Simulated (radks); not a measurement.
Values are calculated unless marked as measured or tabulated.
Task: These are the eigenvalues of the occupied orbitals of an atom or ion with whole-number occupations (Ry). Code: a radial shooting solver on a logarithmic mesh with Libxc functionals. Model: Dirac Kohn-Sham, BLYP, spin-unpolarised, spherical densities, point nucleus.

orbital  eigenvalue
1s1/2     -2227.604
2s1/2     -340.0070
2p1/2     -318.1994
2p3/2     -299.6818
3s1/2     -67.71665
3p1/2     -58.80306
3p3/2     -55.38701
3d3/2     -39.64026
3d5/2     -38.93020
4s1/2     -12.25140
4p1/2      -9.23612
4p3/2      -8.60205
4d3/2      -3.83465
4d5/2      -3.74255
5s1/2      -2.15149
5p1/2      -1.51271

Which element is it, and in what charge state? The configuration may be excited. Open shells, if any, fill j = l - 1/2 first.

Result: Z = 51, antimony, charge +2: Sb2+ in [Kr] 4d10 5s2 5p1. The list shows which subshells hold electrons but not how many an open one holds; the 1s level, -1113.8 hartree, gives Z - s = 47.2 by -(Z - s)^2/2, which with screening and relativity narrows Z to a few neighbours, and the depths of the outer levels then fix element, charge and occupations together.
